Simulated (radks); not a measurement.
Results of a calculation; reference values are marked as such.
The nitrogen anion N-, configuration [He] 2s2 2p4. Code: a radial shooting solver on a logarithmic mesh with Libxc functionals. Model: scalar-relativistic Kohn-Sham, LDA (Slater exchange, Perdew-Wang correlation), spin-polarised, spherical densities, point nucleus; open shells are filled with parallel spins first; Watson sphere of charge +1 and radius 2.85 bohr.

Radial electron density D(r) = 4 pi r^2 rho(r):

```
   r/bohr * D(r) (the largest magnitude, 7.3, reaches the edge; | marks zero)
  0.01927 |    *
  0.02156 |      *
  0.02411 |       *
  0.02697 |         *
  0.03017 |           *
  0.03374 |             *
  0.03744 |               *
  0.04188 |                  *
  0.04684 |                     *
  0.05239 |                         *
   0.0586 |                            *
  0.06555 |                                *
  0.07273 |                                    *
  0.08135 |                                        *
  0.09099 |                                            *
   0.1018 |                                                *
   0.1138 |                                                   *
   0.1263 |                                                     *
   0.1413 |                                                      *
    0.158 |                                                      *
   0.1768 |                                                     *
   0.1977 |                                                  *
   0.2211 |                                              *
   0.2454 |                                         *
   0.2745 |                                    *
    0.307 |                               *
   0.3434 |                         *
   0.3841 |                     *
   0.4296 |                  *
   0.4767 |                 *
   0.5331 |                 *
   0.5963 |                  *
    0.667 |                    *
    0.746 |                      *
   0.8278 |                        *
   0.9259 |                         *
    1.036 |                          *
    1.158 |                         *
    1.296 |                       *
    1.449 |                     *
    1.608 |                  *
    1.799 |               *
    2.012 |            *
     2.25 |         *
    2.517 |      *
    2.815 |    *
    3.124 |   *
    3.494 | *
    3.908 |*
    4.371 |*
    4.889 *
    5.469 *
    6.068 *
    6.787 *
    7.592 *
```

D(r) has 2 maxima, at r = 0.149, 1.02 bohr, and minima at 0.504 bohr, inside which lie 2.18 electrons.
